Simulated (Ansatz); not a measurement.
```yaml
crystal:
  periodic: [false, false, false]
  atoms:
    - {symbol: C, position_ang: [-1.936500, 1.002326, 0.794818]}
    - {symbol: Si, position_ang: [-0.283443, 1.360429, 0.018557]}
    - {symbol: S, position_ang: [1.327978, 0.428709, 1.091607]}
    - {symbol: S, position_ang: [0.782969, -1.523052, 0.724138]}
    - {symbol: C, position_ang: [1.668527, -1.876233, -0.802981]}
    - {symbol: H, position_ang: [-1.978674, 1.396685, 1.811944]}
    - {symbol: H, position_ang: [-2.109845, -0.074973, 0.830738]}
    - {symbol: H, position_ang: [-2.737554, 1.461731, 0.209367]}
    - {symbol: H, position_ang: [0.027802, 2.816446, 0.048579]}
    - {symbol: H, position_ang: [-0.248285, 0.884881, -1.390669]}
    - {symbol: H, position_ang: [1.334002, -1.221714, -1.607543]}
    - {symbol: H, position_ang: [1.429775, -2.911748, -1.057286]}
    - {symbol: H, position_ang: [2.743549, -1.778288, -0.656469]}
basis:
  gaussian: {orbitals: ANO-RCC-VTZP}
magnetization: {spin_polarized: true, initial_magnetization: 1}
hamiltonian: {xc: {name: wPBEh}}
output: {forces: true}
```

```sh
$ ansatz run in.yaml --threads 2 --pin off --events-out ev --progress --plain --max-ram 32768MiB --backend cuda --devices 0, --max-vram 18GiB
```

(1) How does Ansatz answer? (Best estimate.)

## Answers

(1) Ansatz gave: The program refused the input.
```
Error: a molecule whose nuclei and cores have a total charge of 66 cannot have a net charge of 0 together with 1 unpaired electrons
```
